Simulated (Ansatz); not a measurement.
Br3HSi (`Br[SiH](Br)Br`), relaxed with RKS PBE0-D4/def2-TZVP in the Gaussian-basis code of Ansatz from a PBE-D4/def2-SVP geometry. The force threshold is 0.005 eV/Å; the program also tests the step.

Total charge 0; spin multiplicity 1.

Start:

```xyz
5

Br    0.497   -2.099   -0.346
Si    0.114    0.057    0.048
Br   -0.474    1.080   -1.840
Br   -1.499    0.277    1.565
H     1.362    0.685    0.572
```

Q: How much energy does the relaxation release, and in how many steps? (Best estimate.)

A: Ansatz gave: 2.20 kJ/mol, in 3 steps.

Q: Which bonds change most? (Best estimate.)

A: The calculation gave: Si2–Br4 from 2.226 to 2.198 Å; Si2–Br3 from 2.226 to 2.198 Å; Br1–Si2 from 2.225 to 2.198 Å; Si2–H5 from 1.493 to 1.472 Å.

Q: Give the relaxed structure. (Estimate.)

A: Computed: 
```xyz
5

Br    0.492   -2.074   -0.341
Si    0.113    0.057    0.047
Br   -0.468    1.067   -1.817
Br   -1.481    0.274    1.546
H     1.344    0.676    0.564
```
